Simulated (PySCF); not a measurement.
Two species compared at the same levels of theory.

First species: C4H10O2Si2.
SMILES: `C(=C)[Si@@](C=O)(O)[SiH2]C`

Second species: C₃H₁₂N₃PSi.
SMILES: `C=N[Si@](N)(P)N(C)C`

Levels: PBE0/pcSseg-1 for dipole moment, HOMO energy, LUMO energy and HOMO–LUMO gap; GFN2-xTB for rotational constant A and rotational constant C. Geometries: GFN2-xTB. Each structure is a single optimised conformer of the isolated species, non-relativistic unless stated; the electronic structure was computed with PySCF and density fitting.

Dipoles, sizes and rotational constants follow the conformer. The torsions of the flexible species, by atom-mapped SMILES:
- `[CH2:1]=[CH:2][Si@:3]([OH:4])([CH:5]=[O:6])[SiH2:7][CH3:8]`: C1–C2–Si3–O4 -14°, C2–Si3–C5–O6 121°, C2–Si3–Si7–C8 -59°, H–O4–Si3–C2 -97°
- `[CH2:1]=[N:2][Si@:3]([NH2:4])([PH2:5])[N:6]([CH3:7])[CH3:8]`: C1–N2–Si3–N4 116°, N2–Si3–N6–C7 157°, H–N4–Si3–N2 -73°, H–N4–Si3–N2 63°, H–P5–Si3–N2 58°, H–P5–Si3–N2 150°

```tsv
property	column X	column Y
dipole moment	2.20 D	1.55 D
HOMO energy	-6.80 eV	-6.29 eV
LUMO energy	-1.59 eV	-0.56 eV
HOMO–LUMO gap	5.21 eV	5.73 eV
rotational constant A	1.572 GHz	1.510 GHz
rotational constant C	0.770 GHz	0.944 GHz
```

(1) Which column belongs to which species?

(2) How does each property change from the first species to the second?

## Answers

(1) Column X is the first species and column Y the second. The first has 18 atoms and 78 electrons, the second 20 and 80.

(2) dipole moment -0.65 D; HOMO energy +0.51 eV; LUMO energy +1.03 eV; HOMO–LUMO gap +0.52 eV; rotational constant A -0.062 GHz; rotational constant C +0.174 GHz.

On the first: In atomic units the dipole is 0.87 e·bohr (1 au = 2.5417 D).

On the second: A dipole of 1.55 D is allowed in C1, and pure rotational transitions are dipole-allowed. The dipole equals about 5.2 × 10⁻³⁰ C·m (1 D = 3.33564 × 10⁻³⁰ C·m).
